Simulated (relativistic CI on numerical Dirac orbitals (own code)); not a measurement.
# Os⁴⁺: L2,3 absorption edge

Computed with this model: Dirac-Coulomb-Breit CI, KLI orbitals optimised for each configuration, QED by a radiative potential, valence Slater integrals scaled by 0.9, multiplet model of core-to-valence dipole absorption; configurations [Xe] 4f14 5d4 → [He] 2s2 2p5 3s2 3p6 3d10 4s2 4p6 4d10 4f14 5s2 5p6 5d5; 10 K; Lorentzian 5 eV and Gaussian 1 eV FWHM. Energies are those of the free ion, without screening or charge transfer. The branching ratio is the share of the lower-energy edge in the whole absorption, uncertain by about 0.02 where the edges overlap. S is read from ⟨S²⟩ = S(S + 1).

Computed curve for free ion, scaled to 100 at the maximum (points under 2 are left out and the grid is thinned):

Energy (eV), Intensity and a bar:
```
  10855.5        2.0 
  10856.5        2.3 
  10858.0        2.7 
  10859.0        3.1 
  10860.5        3.8 #
  10861.5        4.4 #
  10863.0        5.6 #
  10864.0        6.7 #
  10865.5        9.0 ##
  10866.5       11.4 ###
  10868.0       16.9 #####
  10869.0       23.0 #######
  10870.5       38.8 ###########
  10871.5       55.4 #################
  10872.5       75.0 #######################
  10874.0       97.6 ##############################
  10875.0       98.0 ##############################
  10876.5       71.0 ######################
  10877.5       51.0 ###############
  10879.0       30.4 #########
  10880.0       21.9 ######
  10881.5       14.2 ####
  10882.5       11.0 ###
  10884.0        7.9 ##
  10885.0        6.5 #
  10886.5        5.0 #
  10887.5        4.3 #
  10888.5        3.7 #
  10890.0        3.0 
  10891.0        2.7 
  10892.5        2.2 
  10893.5        2.0 
  12387.5        3.4 
  12388.5        4.9 #
  12390.0        7.8 ##
  12391.0        8.4 ##
  12392.5        6.6 #
  12393.5        5.0 #
  12395.0        3.0 
  12396.0        2.2
```

The ground state has S = 1.76, and the centroid lies at 10987.61 eV.
